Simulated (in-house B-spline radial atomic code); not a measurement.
Ionising the cadmium ion Cd⁸⁺ with different functionals

Computed with a B-spline radial code for spherical atoms: scalar-relativistic (spin-free X2C) Hamiltonian, Fermi nucleus of rms radius 4.6087 fm, spin-polarised at highest spin, spherical fractional occupations for the functionals, the average over the highest-spin determinants for Hartree-Fock. The ionisation energy is the difference of two self-consistent energies, [Kr] 4d4 → [Kr] 4d3, without Breit or QED terms; ε is the level of the shell that loses the electron (its least bound occupied spin orbital). There is no spin-orbit coupling in this Hamiltonian.

Hybrids are left out here: with spherical fractional occupations of an open shell their exact exchange keeps a self-interaction that integer-occupation calculations don't have.

```json
{"method": "Hartree-Fock", "rung": "Hartree-Fock", "ΔSCF (eV)": "151.36", "-ε(4d) (eV)": "152.27"}
{"method": "LDA VWN5", "rung": "LDA", "ΔSCF (eV)": "152.18", "-ε(4d) (eV)": "141.64"}
{"method": "LDA PW92", "rung": "LDA", "ΔSCF (eV)": "152.16", "-ε(4d) (eV)": "141.63"}
{"method": "LDA exchange-only", "rung": "LDA", "ΔSCF (eV)": "150.49", "-ε(4d) (eV)": "140.00"}
{"method": "PBE", "rung": "GGA", "ΔSCF (eV)": "152.18", "-ε(4d) (eV)": "141.66"}
{"method": "PBEsol", "rung": "GGA", "ΔSCF (eV)": "152.10", "-ε(4d) (eV)": "141.58"}
{"method": "BLYP", "rung": "GGA", "ΔSCF (eV)": "151.89", "-ε(4d) (eV)": "141.35"}
{"method": "RPBE", "rung": "GGA", "ΔSCF (eV)": "152.17", "-ε(4d) (eV)": "141.64"}
{"method": "PW91", "rung": "GGA", "ΔSCF (eV)": "152.26", "-ε(4d) (eV)": "141.74"}
{"method": "BP86", "rung": "GGA", "ΔSCF (eV)": "152.17", "-ε(4d) (eV)": "141.64"}
{"method": "AM05", "rung": "GGA", "ΔSCF (eV)": "152.07", "-ε(4d) (eV)": "141.54"}
{"method": "OLYP", "rung": "GGA", "ΔSCF (eV)": "152.80", "-ε(4d) (eV)": "142.24"}
{"method": "TPSS", "rung": "meta-GGA", "ΔSCF (eV)": "152.18", "-ε(4d) (eV)": "141.68"}
{"method": "SCAN", "rung": "meta-GGA", "ΔSCF (eV)": "152.64", "-ε(4d) (eV)": "142.25"}
{"method": "r2SCAN", "rung": "meta-GGA", "ΔSCF (eV)": "152.71", "-ε(4d) (eV)": "142.32"}
{"method": "revTPSS", "rung": "meta-GGA", "ΔSCF (eV)": "152.13", "-ε(4d) (eV)": "141.63"}
```

Problem. How do they compare with the NIST value?

Solution. NIST lists 150 eV ± 2.2 (tabulated theory, ground level to ground level). Errors run from +0.49 to +2.80 eV; all lie within about twice that uncertainty, so the table can't rank the methods. Hartree-Fock also lacks correlation.
